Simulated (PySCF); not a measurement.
Q: What does the GFN2-xTB structure of 3,4-dihydro-2-methoxy-2H-pyran, `CO[C@H]1OC=CCC1` look like in three dimensions?

A: 
Z-matrix in Å and degrees, rows numbered from 1:
```
C 
O   1  1.4133
C   2  1.3869  1  114.31
C   3  1.5274  2  108.57  1  -174.21
C   4  1.5256  3  109.69  2  -179.78
C   5  1.4999  4  108.83  3    46.69
C   6  1.3253  5  121.43  4   -17.78
O   7  1.3583  6  126.03  5    -3.55
H   1  1.0926  2  111.18  3   -62.51
H   1  1.0874  2  106.00  3   177.97
H   1  1.0964  2  110.65  3    58.94
H   3  1.1119  2  110.24  1   -53.72
H   4  1.0889  3  108.60  2    57.52
H   4  1.0908  3  107.46  2   -59.79
H   5  1.0951  4  110.44  3   -74.57
H   5  1.0917  4  109.87  3   167.20
H   6  1.0765  5  118.63  4   160.54
H   7  1.0803  6  123.53  5   177.17
```

The 4 C–C bonds span 1.325 Å (C6=C7, drawn double) to 1.527 Å (C3–C4, drawn single), a spread of 0.202 Å. The C–O distances run from 1.358 Å (C7–O8, drawn single) to 1.420 Å (C3–O8, drawn single), a spread of 0.062 Å. The 6-membered ring C3–C4–C5–C6–C7–O8 has internal angles of 108.8° to 126.0° (sum 694°, against 720° for a flat polygon); it is puckered, 0.20 Å rms from its mean plane, widest ring torsion 60°. Of the pairs four or more bonds apart, O8···H9 is among the closest relative to their van der Waals radii: 2.52 Å, 92 % of the sum of Bondi's values.

Structure optimised with GFN2-xTB, isolated species.

Point group: C1 (no symmetry element, even within 0.4 Å). No frequency check. One conformer, not necessarily the lowest (C1–O2–C3–C4 -174°, O2–C3–C4–C5 180°, C3–C4–C5–C6 47°, C4–C5–C6–C7 -18°, C6–C7–O8–C3 -7°).

The numbers are calculated, not measured.
